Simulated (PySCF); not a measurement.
# Excitation energy of Tc⁺ by level of theory

Tc⁺ [Kr] 4d5 5s1 (7S) → Tc⁺ [Kr] 4d4 5s1 5p1 (high-spin determinant), as a difference of total energies. All numbers are calculated (PySCF 2.14, a scalar-relativistic core potential, in aug-cc-pwCVDZ-PP with ECP28MDF). Correlated levels: valence and next inner shell: nothing frozen outside the core potential. The calculations carry no spin-orbit coupling.

```tsv
method	excitation energy (cm⁻¹)
UHF	65674
MP2 (valence and next inner shell)	70321
SCS-MP2 (valence and next inner shell)	68171
CCSD (valence and next inner shell)	68679
CCSD(T) (valence and next inner shell)	68779
```

The determinant of the upper state mixes LS terms, which raises its energy above the lowest term, most at the Hartree-Fock and MP2 levels.
